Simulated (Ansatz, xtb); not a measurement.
C3H10Si: which of these isomers lies lowest?

2 of its isomers, all singlets with charge 0: A = `CC(C)[SiH3]`; B = `CC[SiH2]C`.

Shapes, held fixed at every level: PBE0-D4/def2-TZVP. Flexible molecules stand in one conformer, not always the lowest. Programs: Ansatz 0.2.0, xtb 6.7.1.

Electronic energies in kJ/mol, without zero-point or thermal terms.

Problem. From chemical knowledge, estimate the order of stability.

Solution. B < A in rising energy, over a span of 44 kJ/mol, by CCSD(T)/CBS estimate. GFN1-xTB puts A lowest. The B − A difference spans -47.4 to +5.1 kJ/mol over the levels. The CBS estimate extrapolates MP2 from def2-TZVPP and def2-QZVPP and adds CCSD(T) − MP2 in the triple-zeta set, cores frozen.

```json
{"level": "GFN1-xTB", "kind": "semi-empirical", "B − A": "+5.1"}
{"level": "HF/def2-TZVPP", "kind": "Hartree–Fock", "B − A": "-44.6"}
{"level": "PBE0-D4/def2-TZVPP", "kind": "global hybrid", "B − A": "-45.5"}
{"level": "r2SCAN0-D4/def2-TZVPP", "kind": "global hybrid", "B − A": "-47.4"}
{"level": "MP2/def2-SVP", "kind": "perturbation theory", "B − A": "-31.9"}
{"level": "CCSD(T)/def2-SVP", "kind": "coupled cluster or CI", "B − A": "-29.6"}
{"level": "CCSD(T)/def2-TZVPP", "kind": "coupled cluster or CI", "B − A": "-42.4"}
{"level": "CCSD(T)/CBS estimate", "kind": "coupled cluster or CI", "B − A": "-44.1"}
```
